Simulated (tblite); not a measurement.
Isomers of C6H9F3NP. Level: GFN2-xTB in tblite, geometry and Hessian alike; calculated harmonic values, unscaled, isolated species. Against measured fundamentals such values can be off by several per cent, at times by over 20. One conformer each.

Electronic energies: GFN2-xTB at the same geometries; isomer energies are rough at this level and their order can be wrong.

```tsv
SMILES	electronic energy, lowest = 0 (kJ/mol)
C=C/C(=P/C(F)(F)F)N(C)C	162.0
CCCP(CC#N)C(F)(F)F	114.8
CCP(CCC#N)C(F)(F)F	122.3
FC(F)(F)/C=P\N1CCCC1	0.0
```

Q: How do GFN2-xTB zero-point energies change the relative energies?

A: 
```json
{"SMILES": "FC(F)(F)/C=P\\N1CCCC1", "ZPE (kJ/mol)": "386.4", "of it from modes above 1550 cm⁻¹": "161.6", "electronic (kJ/mol)": "0.0", "with ZPE, lowest = 0 (kJ/mol)": "0.0", "lowest mode (cm⁻¹)": "30", "rings": "1"}
{"SMILES": "CCCP(CC#N)C(F)(F)F", "ZPE (kJ/mol)": "374.0", "of it from modes above 1550 cm⁻¹": "174.6", "electronic (kJ/mol)": "114.8", "with ZPE, lowest = 0 (kJ/mol)": "102.4", "lowest mode (cm⁻¹)": "18", "rings": "0"}
{"SMILES": "CCP(CCC#N)C(F)(F)F", "ZPE (kJ/mol)": "374.2", "of it from modes above 1550 cm⁻¹": "175.0", "electronic (kJ/mol)": "122.3", "with ZPE, lowest = 0 (kJ/mol)": "110.0", "lowest mode (cm⁻¹)": "16", "rings": "0"}
{"SMILES": "C=C/C(=P/C(F)(F)F)N(C)C", "ZPE (kJ/mol)": "375.1", "of it from modes above 1550 cm⁻¹": "172.7", "electronic (kJ/mol)": "162.0", "with ZPE, lowest = 0 (kJ/mol)": "150.7", "lowest mode (cm⁻¹)": "52", "rings": "0"}
```

The zero-point energies span 12.4 kJ/mol, from `CCCP(CC#N)C(F)(F)F` to `FC(F)(F)/C=P\N1CCCC1`. The order is unchanged.
